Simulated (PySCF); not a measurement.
Bonds (- single, = double, # triple, : aromatic): O1=S2 1.442 Å, S2=O3 1.434 Å, S2-O4 1.645 Å, S2-C5 1.744 Å, C5:C6 1.353 Å, C6:S7 1.733 Å, S7:C8 1.874 Å, C8-O9 1.221 Å, C8:C10 1.385 Å, C10:C5 1.403 Å. O4 carries H11; C6 carries H12; C10 carries H13. Formal charges: O9 -1.

Total charge -1.

Geometry: GFN2-xTB; GIAO shifts from PySCF 2.14.0 with density-fitted response routines, gas phase, non-relativistic, averaged over equivalent atoms.

At KT3/pcSseg-0 (104 basis functions, 18 s wall time on 1 thread of an Intel Xeon Platinum 8488C, shared host):
| atoms | δ (ppm) |
| --- | --- |
| O9 | 372.3 |
| O1/O3 | 221.1 |
| O4 | 217.7 |
| C8 | 174.8 |
| C5 | 128.1 |
| C6 | 99.6 |
| C10 | 74.6 |
| H12 | 5.41 |
| H13 | 3.78 |
| H11 | 2.68 |

Scale: H2O for ¹⁷O (326.53 ppm); TMS for ¹³C (191.68 ppm), ¹H (33.37 ppm) (reference shieldings calculated alike).

Question: What do these become at PBE0/pcSseg-1?

Answer: 
```
atoms  δ at PBE0/pcSseg-1  change
   O9               355.3   -17.0
O1/O3               214.7    -6.4
   O4               225.4    +7.7
   C8               185.2   +10.4
   C5               136.4    +8.3
   C6               104.0    +4.4
  C10                78.4    +3.8
  H12                5.51   +0.10
  H13                4.38   +0.60
  H11                3.98   +1.30
```

Scale: ¹⁷O (σ = 336.08 ppm) vs H2O; TMS for ¹³C (σ = 186.93 ppm), ¹H (σ = 31.72 ppm) (reference shieldings calculated alike).

The largest change is at O9 (oxygen bonded to C). Cost: 199 basis functions, 44 s wall time on 1 thread of an Intel Xeon Platinum 8488C, shared host. The order of the carbon signals is the same at both levels.

Unscaled 17O shifts of doubly bonded oxygen tend to come out too high, by tens of ppm or more. Experimental scales use liquid or dissolved standards, which lie at an offset from isolated H2O (liquid H2O: subtract about 36 ppm).
